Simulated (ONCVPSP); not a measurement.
# Before and after: ONCV potential for magnesium

| Quantity | Value |
| --- | --- |
| Element | magnesium (Mg) |
| Generator | ONCVPSP 4.0.1 |
| Type | optimised norm-conserving Vanderbilt (ONCV) |
| Functional | LDA (Perdew-Wang 92) |
| Relativity | scalar-relativistic |
| Frozen core | [He] |
| Valence charge | 10 |
| Reference configuration | 2s2 2p6 3s1 (charge +1) |
| Partial waves | 2s+3s: rc 1.10 bohr, ncon 4, nbas 7, qcut 11 1/bohr, 2 projectors; 2p: rc 0.70 bohr, ncon 4, nbas 7, qcut 15.9 1/bohr, 1 projector; d scattering state at 0.46 Ha: rc 0.70 bohr, ncon 3, nbas 7, qcut 13.1 1/bohr, local |
| Local potential | the d channel |
| Core correction | Teter function fitted to the true core (icmod 2), fcfact 0.3 |

All-electron outer shells of the reference configuration (LDA (PZ), scalar-relativistic, ld1.x):

| shell | level (eV) | outermost node (bohr) | outermost maximum (bohr) |
| --- | --- | --- | --- |
| 1s | -1262.68 | – | 0.09 |
| 2s | -88.40 | 0.18 | 0.55 |
| 2p | -55.81 | – | 0.48 |
| 3s | -11.53 | 0.90 | 2.35 |

Change: s: qcut 7.6; p: qcut 11; d: qcut 9.1.

Cutoffs: the cutoffs (Ha) at which the residual kinetic energy of the hardest occupied pseudo-wave falls to 1 and 0.1 mHa per electron; they do not see the model core or the augmentation charge, which bear on the density cutoff. Errors are all-electron minus pseudo energies relative to the spin-unpolarised reference configuration.

Problem. What does the change do?

Solution. The potential gets harder (116 Ha and 238 Ha → 289 Ha and 341 Ha); of the 4 tests that both files solve, the error grows in 1 and shrinks in 0 by more than 15 % and 0.3 meV (median size 0.2 → 0.2 meV); neither file shows a bound ghost.

```csv
quantity,base,changed
"cutoff, loose",116 Ha,289 Ha
"cutoff, tight",238 Ha,341 Ha
loose cutoff by channel,"s 21 Ha, p 116 Ha","s 20 Ha, p 289 Ha"
bound ghosts,none,none
GHOST(+) flags under 300 eV,none,none
"error for 2s2 2p6 3s2, meV [ΔE -8.07 eV]",0.0,0.0
"error for 2s2 2p6 3s0, meV [ΔE 15.04 eV]",-0.3,-0.4
"error for 2s2 2p6 3s1.5, meV [ΔE -4.88 eV]",0.0,0.0
"error for 2s1 2p6 3s2, meV [ΔE 82.85 eV]",-122,-171
s: phases at 1.11 bohr within 0.05 rad from the reference energy up to (Ha; the scan ends near 5),to the end of the scan,to the end of the scan
p: phases at 0.71 bohr within 0.05 rad from the reference energy up to (Ha; the scan ends near 5),to the end of the scan,to the end of the scan
d: phases at 0.71 bohr within 0.05 rad from the reference energy up to (Ha; the scan ends near 5),to the end of the scan,to the end of the scan
"rms error of d²Exc/dni dnj with the model core, mHa",1.58,1.61
```
